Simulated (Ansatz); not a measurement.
Molecule: sum formula AlO₂BrH₂ (charge 0, singlet). 
Geometry from a B3LYP-D3(BJ)/def2-TZVP (Ansatz, a quantum-chemistry and plane-wave program) optimisation:
```
Al
O 1 1.6880
H 2 0.9575 1 125.54
O 1 1.6880 2 125.62 3 0.00
H 4 0.9575 1 125.54 2 0.00
Br 1 2.2406 2 117.19 3 -180.00
```

Basis-set convergence of Hartree-Fock and CCSD(T) correlation energies (hartree) with Ansatz. Cores are frozen in the correlated levels unless marked. No spin-orbit coupling. The frozen core is the preceding noble-gas configuration, with the filled d and f shells of earlier blocks. No relativistic terms.

| basis | functions | E(HF) | E(corr, CCSD(T)) |
|---|---|---|---|
| def2-SVPD | 127 | -2964.92497 | -0.61754 |
| def2-TZVPPD | 219 | -2965.50429 | -0.76430 |
| def2-QZVPPD | 372 | -2965.56697 | -0.82347 |

Extrapolating the two largest sets (X = 3 and 4) as X^-3: E(corr) = (64·(-0.82347) - 27·(-0.76430))/37 = -0.8666 Eh, an estimate of the basis-set limit. The largest set recovers 95.0 % of it, the smallest 71.3 %.
